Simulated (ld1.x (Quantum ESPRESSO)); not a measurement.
Configuration tests for antimony (TM)

- Element: Sb (Z = 51)
- Generator: ld1.x (Quantum ESPRESSO) 7.5
- Type: norm-conserving Troullier–Martins (Kleinman–Bylander form)
- Functional: PBE
- Relativity: scalar-relativistic
- Frozen core: [Kr]
- Valence charge: 15
- Reference configuration: 4d10 5s2 5p1.5 (charge +1.5)
- Partial waves: 5p (bound): rc 2.00 bohr; 4d (bound): rc 1.60 bohr; 5s (bound): rc 1.85 bohr
- Local potential: the s channel
- Core correction: a·sin(br)/r model core inside 0.95 bohr

Energies are relative to the spin-unpolarised reference configuration 4d10 5s2 5p1.5; without spin polarisation the order of configurations can differ from experiment.

| valence configuration | charge | ΔE all-electron (eV) | error AE − PS (meV) |
| --- | --- | --- | --- |
| 4d10 5s2 5p3 | 0 | -15.290 | +6.9 |
| 4d10 5s2 5p2 | +1 | -6.973 | +2.1 |
| 4d10 5s2 5p1 | +2 | 8.995 | -2.0 |
| 4d10 5s1 5p0 | +4 | 77.702 | -29 |
| 4d10 5s1 5p4 | 0 | -7.178 | +0.2 |
| 4d10 5s2 5p2.5 | +0.5 | -12.028 | +4.5 |

Question: What are ΔE and the potential's error for 4d9 5s2 5p3?

Answer: ΔE = 25.446 eV all-electron; the error (AE − PS) is -458 meV.

Levels in the configuration 4d10 5s1 5p0:

```json
{"level": "4d", "all-electron (eV)": "-75.882", "pseudo (eV)": "-75.692"}
{"level": "5s", "all-electron (eV)": "-49.785", "pseudo (eV)": "-49.812"}
```
